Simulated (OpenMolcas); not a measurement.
# Bi III: terms and fine structure

```yaml
Program: OpenMolcas 26.06
Method: "SS-RASPT2, IPEA 0.25 Eh, imaginary shift 0.1 Eh (closed shells correlated: 5d)"
Basis: ANO-RCC-VQZP [9s8p6d4f3g]
Scalar_Hamiltonian: DKH2, point nucleus
Active_space: 3 electrons in 9 orbitals (RAS2 6s 6p; RAS3 6d, at most 2 electrons)
State_averaging: 2S+1 = 4 odd, 1 root; 2S+1 = 2 odd, 11 roots; 2S+1 = 4 even, 3 roots; 2S+1 = 2 even, 9 roots kept (CI in the orbitals of an earlier block)
Spin-orbit_coupling: state interaction with AMFI integrals over the reference wave functions, term energies averaged over their components
```

With spin-orbit coupling, above the lowest level:

| Configuration | Term | J | E (cm-1) | Measured (cm-1) | g | Term weight % |
| --- | --- | --- | --- | --- | --- | --- |
| 6s2 6p | 2P* | 1/2 | 0.0 | 0.0 | 0.666 | 100 |
| 6s2 6p | 2P* | 3/2 | 17700 | 20788 | 1.334 | 100 |
| 6s 6p2 | 4P | 1/2 | 72710 | 70254 | 2.559 | 88 |
| 6s 6p2 | 4P | 3/2 | 82880 | 83038 | 1.707 | 97 |
| 6s 6p2 | 4P | 5/2 | 88190 | 89236 | 1.466 | 66 |
| 6s 6p2 | 2D | 3/2 | 96630 | 108586 | 0.862 | 90 |
| 6s 6p2 | 2D | 5/2 | 104850 | 116414 | 1.336 | 66 |
| 6s 6p2 | 2P | 1/2 | 106930 | 108052 | 1.025 | 77 |

Against the 7 measured excited levels shown (Moore, Atomic Energy Levels, vol. III, NSRDS-NBS 35 (1971 reprint of NBS Circular 467, 1958)) the mean absolute deviation is 4500 cm-1; the largest miss in energy is 6s 6p2 2D 3/2: computed 96630, measured 108586 cm-1 (-11.0 %), and the largest in proportion 6s2 6p 2P* 3/2 (-14.9 %).

Spin-orbit coupling puts the lowest level 11812 cm-1 below the lowest spin-free term.

Term energies are means over components that CASPT2 splits; among the terms shown or strongly mixed into the levels shown the widest spread is 19 cm-1 (6s 6p2 2D). Some levels mix across a computed gap that differs much from the measured one, so their mixing is not that of the real levels. Terms from blocks run as CI alone lack orbitals of their own. The run also gave levels led by 6s 6p 6d, which use shells meant for correlation; these and all levels above them are left out. Spin-orbit splittings of 6p shells tend to come out small when the coupling is added on scalar orbitals. Computed and measured levels are paired by configuration, term and J; levels that our copy of the source lacks, or whose pairing is in doubt (as where it misses far off the trend of its configuration), stay unpaired and out of the deviations. Levels of configurations outside the active space are missing. The first state left out of the spin-orbit step lies near 130000 cm-1 above the lowest spin-free state of the reference (among the parities and spins computed), and the list stops at four fifths of that energy or lower.

The term weight is that of the spin-free term in the level, not the purity of its configuration. * marks odd parity.
